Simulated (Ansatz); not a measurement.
Cost and result up the ladder for the cluster Si4O (5 atoms). The state is a singlet with charge 0. Geometry: PBE0-D4/def2-SVP.

```xyz
5

O    -1.305    1.561    0.999
Si    0.911   -1.117   -0.691
Si    0.905    0.850   -1.777
Si   -0.408    0.517    0.296
Si   -0.103   -1.812    1.173
```

Ansatz on 4 threads of Intel Xeon 6975P-C on a shared host. Times are rough, and most runs start from the orbitals of an earlier one. No level here is sound enough to serve as a yardstick. Binding counts from free atoms at the same level (O triplet, Si triplet; other spins of the atoms weren't run), without zero-point energy or a counterpoise term.

Correlated methods freeze 21 core orbitals. Another isomer (singlet) lies 1.13 eV lower at PBE0-D4/def2-TZVP; other spin states weren't run for this one.

Run but left out: PBE-QIDH/def2-TZVP (restricted singlet, unstable in another Hartree–Fock run and untested here).

Correlated methods converge slowly with the basis.

| level | functions | binding energy per atom (eV) | remarks |
| --- | --- | --- | --- |
| r2SCAN-D4/def2-TZVP | 179 | 3.38 | restricted SCF unstable in HF |
| CCSD(T)/def2-TZVPP | 199 | 3.13 | large T1 (0.028), restricted SCF unstable |
| PBE-D4/def2-TZVP (with forces) | 179 | 3.54 | restricted SCF unstable in HF |
| PBE0-D4/def2-TZVP | 179 | 3.32 | restricted SCF unstable in HF |
| ωB97X-V/def2-TZVP | 179 | 3.25 | restricted SCF unstable in HF |

(1) Estimate how long each takes.

Results:

(1) PBE-D4/def2-TZVP (with forces) 1.2 s; PBE0-D4/def2-TZVP 1.5 s; r2SCAN-D4/def2-TZVP 1.6 s; ωB97X-V/def2-TZVP 3.6 s; CCSD(T)/def2-TZVPP 12 s. On shared hardware such times vary by a factor of up to 3.
